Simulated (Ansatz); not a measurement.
A structure relaxed at PBE0-D4/def2-SVPD in Ansatz, charge -1, singlet:

Cartesian coordinates in Å:
```
Re -0.524 0.631 2.429
Au 1.588 1.043 1.054
Au -1.096 -0.390 0.209
Au -1.130 -1.293 -2.316
Au 1.163 0.009 -1.376
```

Q: Give its formula and point group.

A: the cluster ReAu4⁻. Point group Cs (tolerance 0.1 Å).

Q: Summarise the bond lengths by kind (pairs closer than 1.2 times the sum of covalent radii, bridged metal pairs left out).

A: 5 × Au–Au 2.67 to 3.16 Å; 2 × Au–Re 2.51 to 2.55 Å.

In the def2 sets Au, Re take a core potential; there is no spin–orbit coupling. The restricted singlet is unstable towards broken spin symmetry at other levels; at PBE0-D4/def2-SVPD this wasn't settled. Another isomer (singlet) lies 1.36 eV lower at PBE0-D4/def2-TZVPD; other spin states weren't run for this one.
